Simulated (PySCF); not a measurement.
CH₁₀N₂Si₂, SMILES NC[SiH2][SiH2]N. The structure is a stationary point at B3LYP-D3(BJ)/def2-SVP. This is a generated structure with no PubChem entry under its InChIKey; it may be hypothetical. The values are those of a single conformer.

Problem. Give the equilibrium geometry at B3LYP-D3(BJ)/def2-SVP (PySCF confirms it by a frequency run) as Cartesian coordinates in Å. (The exact figures need the calculation; the answer reports its results.)

Solution. This is not unique; one that fits is 
```xyz
15

N     -2.6273    -0.7623     0.0616
C     -2.0938     0.5771     0.3439
Si    -0.3686     0.9280    -0.4147
Si     1.2613    -0.5612     0.4265
N      2.8427    -0.4775    -0.3112
H     -2.0009    -1.4835     0.4204
H     -2.6831    -0.9177    -0.9457
H     -2.8129     1.3321    -0.0192
H     -2.0517     0.7229     1.4374
H     -0.4694     0.7352    -1.8990
H      0.0721     2.3435    -0.1814
H      1.4302    -0.3062     1.8902
H      0.7505    -1.9570     0.2475
H      2.9254    -0.7477    -1.2882
H      3.3978     0.3580    -0.1435
```
Charge 0, spin multiplicity 1.
